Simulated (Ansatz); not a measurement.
Reaction (ligand exchange at a Zr–Cl bond): `[Cl][Zr]([Cl])([Cl])[Cl]` + NH₃ → `[NH2][Zr]([Cl])([Cl])[Cl]` + HCl

Computed with Ansatz on PBE0-D4/def2-TZVP structures; ΔE is electronic, products minus reactants. CBS: MP2 limit from def2 TZ/QZ plus the TZ coupled-cluster correction, frozen cores. This one scheme is used for every species. DFT in def2-TZVPP. Elements past krypton have def2 core potentials. For Zr outer-core shells are correlated without core-valence functions, which leaves a few kJ/mol of doubt a bond. Each species was taken in one conformer, which may not be the lowest.

`[Cl][Zr]([Cl])([Cl])[Cl]`:

Z-matrix (Å, degrees):
```
Zr
Cl 1 2.316
Cl 1 2.316 2 109.5
Cl 1 2.316 2 109.5 3 120.0
Cl 1 2.316 2 109.5 3 -120.0
```

NH₃:

Cartesian coordinates in Å:
```
N -0.018 -0.250 -0.128
H 0.940 -0.013 0.100
H -0.379 0.496 -0.709
H -0.543 -0.233 0.737
```

`[NH2][Zr]([Cl])([Cl])[Cl]`:

Cartesian coordinates in Å:
```
N -1.257 -0.205 0.064
Zr 0.709 0.093 -0.053
Cl 1.746 -1.803 0.834
Cl 1.209 0.519 -2.294
Cl 1.262 1.968 1.240
H -1.948 0.208 -0.548
H -1.720 -0.780 0.757
```

HCl:

Z-matrix (Å, degrees):
```
Cl
H 1 1.279
```

```tsv
level	ΔE (kcal/mol)
PBE-D4	20.8
r2SCANh	21.6
r2SCAN0	21.6
MP2/def2-SVP	19.8
MP2/def2-TZVPP	21.1
SCS-MP2/def2-TZVPP	20.4
SCS-MP2/def2-QZVPP	20.9
CCSD/CBS(def2)	20.4
```

**Question.** What does CCSD(T)/CBS give? (An estimate is asked.)

**Answer.** Computed: +20.9 kcal/mol. The listed levels differ from it by -0.1, 0.7, 0.7, -1.1, 0.2, -0.5, 0.0, -0.5 kcal/mol.

Largest T1 diagnostic among the species: 0.015.

At CCSD(T), def2-SVP lies −1.5 kcal/mol from the extrapolated value and def2-TZVPP −0.8 kcal/mol. Leaving LDA and LC-ωPBE aside and taking each functional with its dispersion term where it has one, the values, not all of them listed here, spread over 2.9 kcal/mol, from CAM-B3LYP-D4 to B97M-V. LDA lies −1.0 kcal/mol from PBE without D4.
